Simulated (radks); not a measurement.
Ionisation of the cadmium ion Cd+, [Kr] 4d10 5s1, to [Kr] 4d10 as the strength of local exchange is varied. Calculated with a radial shooting solver on a logarithmic mesh with Libxc functionals: scalar-relativistic Kohn-Sham, Slater X-alpha exchange (alpha = 2/3 is LDA exchange), no correlation, spin-polarised, spherical densities, point nucleus; open shells are filled with parallel spins first (spin-orbit coupling, left out, can overturn this in heavy ions).

alpha,E(Cd+) (hartree),exchange (hartree),IE (eV),-e of the level emptied (eV),<r> of it (bohr)
0.632,-5577.22534,-136.70873,16.421,12.597 (5s),2.682
0.649,-5580.91151,-140.47904,16.571,12.750 (5s),2.672
0.667,-5584.81718,-144.47642,16.730,12.911 (5s),2.661
0.816,-5617.25249,-177.77424,18.071,14.286 (5s),2.577
0.845,-5623.58718,-184.29819,18.337,14.561 (5s),2.562
1.01,-5659.76417,-221.68418,19.879,16.164 (5s),2.477
1.035,-5665.26551,-227.38827,20.118,16.413 (5s),2.464
1.041,-5666.58662,-228.75880,20.175,16.473 (5s),2.461

NIST Atomic Spectra Database: 16.908 eV (measured). The Delta-SCF value meets it near alpha = 0.69.
